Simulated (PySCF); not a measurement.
## How methods differ on the excitation energy of As²⁺

As²⁺ [Ar] 3d10 4s2 4p1 (2P) → As²⁺ [Ar] 3d10 4s2 4d1 (2D), as a difference of total energies. Calculation: PySCF 2.14, in x2c-QZVPPall with one added diffuse shell each of s, p, d, f type (12s9p6d5f1g, 113 functions); the spin-free X2C one-electron Hamiltonian (Gaussian nucleus). Correlated levels: valence: [Ar] 3d10 frozen; valence and next inner shell: [Ne] frozen. The calculations carry no spin-orbit coupling.

```csv
method,excitation energy (cm⁻¹)
UHF,110000
LDA,104380
PBE,102400
PBE0,104960
r2SCAN,106250
r2SCANh,106850
CAM-B3LYP,106900
PW91,102810
MP2 (valence),107120
SCS-MP2 (valence),107090
MP2 (valence and next inner shell),107830
SCS-MP2 (valence and next inner shell),107500
```

A first-order spin-orbit estimate (lowest level to lowest level, LS coupling) adds 0.213 eV.

The promoted electron is Rydberg-like, and one or two diffuse shells describe it only roughly, which tends to raise the upper state.
